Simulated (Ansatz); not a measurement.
`[OH][Al]([F])[TeH]` + H₂S → `[OH][Al]([F])[SH]` + H₂Te at 500 K and 1 bar (ligand exchange at the Al–Te bond).

Computed with Ansatz on PBE0-D4/def2-TZVP structures; ΔE is electronic, products minus reactants. CCSD(T)/CBS adds triple-zeta CCSD(T) − MP2 to the extrapolated MP2 energy (def2 sets, frozen cores). This one scheme is used for every species. Elements past krypton have def2 core potentials. For Te outer-core shells are correlated without core-valence functions, which leaves a few kJ/mol of doubt a bond. One conformer a species, not always the lowest.

```tsv
species	CCSD(T)/CBS energy (Eh)	H − E (kJ/mol)	S (J/(mol·K))
`[OH][Al]([F])[TeH]`	-686.08822	101.5	399.3
H₂S	-398.97279	57.0	224.0
`[OH][Al]([F])[SH]`	-816.14836	105.8	373.3
H₂Te	-268.91024	48.9	247.6
```

H − E and S are ideal-gas, rigid-rotor, harmonic terms from PBE0-D4/def2-TZVP, for one conformer and one mirror image of each species. 1 Eh = 2625.50 kJ/mol, R = 8.31446 J/(mol·K).

**Question.** By hand: ΔE, ΔH, ΔS and ΔG.

**Answer.** ΔE = (-816.14836) + (-268.91024) − (-686.08822) − (-398.97279) = 0.00241 Eh = 6.3 kJ/mol. Δ(H − E) = 105.8 + 48.9 − 101.5 − 57.0 = -3.8, so ΔH = 2.5 kJ/mol. ΔS = 373.3 + 247.6 − 399.3 − 224.0 = -2.4 J/(mol·K). ΔG = 2.5 − 500 × (-2.4)/1000 = 3.7 kJ/mol.

**Question.** By hand: the equilibrium constant, and the temperature at which ΔG would vanish if ΔH and ΔS stayed fixed.

**Answer.** log₁₀ K = −ΔG/(RT ln 10) = -0.4. ΔH and −TΔS have one sign here, so there is no such temperature.

TΔS isn't small against ΔH here. The sign of ΔG lies within the doubt. A doubt of 5 kJ/mol in ΔE shifts log₁₀ K by 0.5 here. Other conformers and mirror images would add mixing entropy, several J/(mol·K) or more a flexible species. These are equilibria of isolated gas molecules and say nothing of rates. Largest T1 diagnostic: 0.012 (customary marks: 0.02 for closed shells, 0.045 for open ones).

ΔS is within the doubt of such terms, so its sign, and with it that verdict, could turn.
